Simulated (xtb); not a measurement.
xtb was given this input:
```
$ xtb mol.xyz --gfn 2 --chrg -1 --uhf 1 --json

# file mol.xyz
7

F      0.67469720    -0.51413191    -1.55482398
S     -0.00000000    -0.00000000    -0.00000000
F      1.44577462    -0.60277396     0.82669513
F     -0.76911961    -1.58409516     0.19006075
F     -1.44577462     0.60277396    -0.82669513
F      0.76911961     1.58409516    -0.19006075
F     -0.67469720     0.51413191     1.55482398
```

Problem. Give the total energy at the level xtb with GFN2-xTB.

Solution. -32.0567 Eh

Problem. Predict the partial charges in atom order from GFN2-xTB.

Solution. F1 -0.55, S2 2.28, F3 -0.55, F4 -0.55, F5 -0.55, F6 -0.55, F7 -0.55
